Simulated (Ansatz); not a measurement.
Two isomers of CH6BFOSi: A = `OC([SiH3])BF`, B = `B[SiH2]C(O)F`.

Calculated with Ansatz (gas phase, PBE0-D4/def2-TZVP geometries, no zero-point term in ΔE). CBS: MP2 limit from def2 TZ/QZ plus the TZ coupled-cluster correction, frozen cores. DFT in def2-TZVPP. B3LYP here is the variant with VWN-RPA as its local correlation; programs differ in this. Each species was taken in one conformer, which may not be the lowest.

A:

Z-matrix (Å, degrees):
```
C
Si 1 1.913
B 1 1.547 2 106.9
O 1 1.417 2 110.7 3 124.4
H 1 1.105 2 104.7 3 -113.7
H 2 1.486 1 111.4 3 68.1
H 2 1.490 1 106.0 3 -172.8
H 2 1.485 1 111.0 3 -54.8
F 3 1.320 1 121.4 2 112.5
H 3 1.201 1 120.6 2 -64.9
H 4 0.961 1 109.0 2 54.8
```

B:

```xyz
11

B    -0.4318   -1.9202   -0.4559
Si   -0.9107    0.0243   -0.3189
C     0.4726    1.0531    0.5159
O     1.6304    0.8974   -0.2181
F     0.6659    0.5689    1.8138
H    -1.0694   -2.6474   -1.1593
H     0.4615   -2.3944    0.1777
H    -1.2065    0.6487   -1.6389
H    -2.1306    0.1527    0.5321
H     0.2142    2.1128    0.6450
H     2.3042    1.5042    0.1066
```

(1) Which isomer does CCSD(T)/CBS put lower? Give the gap. (An estimate is asked.)

(2) Give E(B) − E(A) in kJ/mol with B3LYP-D4, ωB97M-V, B3LYP, CCSD/def2-TZVPP, B2PLYP, PBE0-D4, HF/def2-TZVPP. (Best estimate.)

Largest T1 diagnostic: 0.013.

Results:

(1) The calculation gave: A, by 233.0 kJ/mol.

(2) The calculation gave: B3LYP-D4 229.5, ωB97M-V 233.4, B3LYP 228.2, CCSD/def2-TZVPP 230.9, B2PLYP 233.7, PBE0-D4 228.5, HF/def2-TZVPP 223.0. None reverses the order clearly.

In def2-TZVPP, CCSD(T) changes the Hartree–Fock value by +9.5 kJ/mol (the triples alone add +1.5 kJ/mol) and MP2 by +21.6 kJ/mol.
